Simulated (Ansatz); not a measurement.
`[NH2][AlH][BH]F` + `O[SiH2][AsH2]` → `FB[AsH2]` + `[NH2][AlH][SiH2]O`  (redistribution)

Calculated with Ansatz (gas phase, PBE0-D4/def2-TZVP geometries, no zero-point term in ΔE). CCSD(T)/CBS is the MP2 limit (def2-TZVPP, def2-QZVPP) plus CCSD(T) − MP2 in def2-TZVPP, frozen cores. DFT in def2-TZVPP. B3LYP here is the variant with VWN-RPA as its local correlation; programs differ in this. HSE06 is defined as in plane-wave codes. For As outer-core shells are correlated without core-valence functions, which leaves a few kJ/mol of doubt a bond. Scalar relativity is left out up to krypton. One conformer a species, not always the lowest.

| level | ΔE (kJ/mol) | difference from CCSD(T)/CBS |
| --- | --- | --- |
| LDA (SPW92) | -26.7 | -9.9 |
| PBE-D4 | -23.1 | -6.3 |
| revPBE-D4 | -21.3 | -4.5 |
| BLYP-D4 | -17.6 | -0.8 |
| r2SCAN-D4 | -23.0 | -6.2 |
| B97M-V | -25.8 | -9.0 |
| PBE0-D4 | -21.4 | -4.6 |
| B3LYP-D4 | -17.2 | -0.4 |
| r2SCANh-D4 | -22.2 | -5.4 |
| r2SCAN0-D4 | -21.0 | -4.2 |
| HSE06-D4 | -21.5 | -4.7 |
| BHLYP-D4 | -15.6 | 1.2 |
| ωB97X-V | -17.5 | -0.7 |
| ωB97M-V | -14.0 | 2.8 |
| B2PLYP | -18.0 | -1.2 |
| PBE-QIDH | -20.0 | -3.2 |
| PBE | -23.6 | -6.8 |
| revPBE | -22.8 | -6.0 |
| BLYP | -18.9 | -2.1 |
| r2SCAN | -23.0 | -6.2 |
| PBE0 | -21.8 | -5.0 |
| B3LYP | -18.1 | -1.3 |
| r2SCANh | -22.2 | -5.4 |
| HSE06 | -21.8 | -5.0 |
| BHLYP | -16.3 | 0.5 |
| CAM-B3LYP | -17.1 | -0.3 |
| RPA@PBE/def2-TZVPP | -16.7 | 0.1 |
| HF/def2-SVP | -17.6 | -0.8 |
| MP2/def2-SVP | -21.5 | -4.7 |
| CCSD(T)/def2-SVP | -21.3 | -4.5 |
| MP2/def2-TZVPP | -18.0 | -1.2 |
| SCS-MP2/def2-TZVPP | -16.3 | 0.5 |
| CCSD/def2-TZVPP | -17.7 | -0.9 |
| CCSD(T)/def2-TZVPP | -18.8 | -2.0 |
| HF/def2-QZVPP | -13.2 | 3.6 |
| MP2/def2-QZVPP | -16.7 | 0.1 |
| SCS-MP2/def2-QZVPP | -15.2 | 1.6 |
| HF/CBS(def2) | -13.1 | 3.7 |
| MP2/CBS(def2) | -16.0 | 0.8 |
| CCSD/CBS(def2) | -15.7 | 1.1 |
| CCSD(T)/CBS | -16.8 | 0 |

Largest T1 diagnostic among the species: 0.014.

In def2-TZVPP, CCSD(T) changes the Hartree–Fock value by −5.1 kJ/mol (the triples alone add −1.1 kJ/mol) and MP2 by −4.3 kJ/mol. Leaving LDA and LC-ωPBE aside and taking each functional with its dispersion term where it has one, the values spread over 11.8 kJ/mol, from B97M-V to ωB97M-V. LDA lies −3.1 kJ/mol from PBE without D4. At CCSD(T), def2-SVP lies −4.5 kJ/mol from the extrapolated value and def2-TZVPP −2.0 kJ/mol.
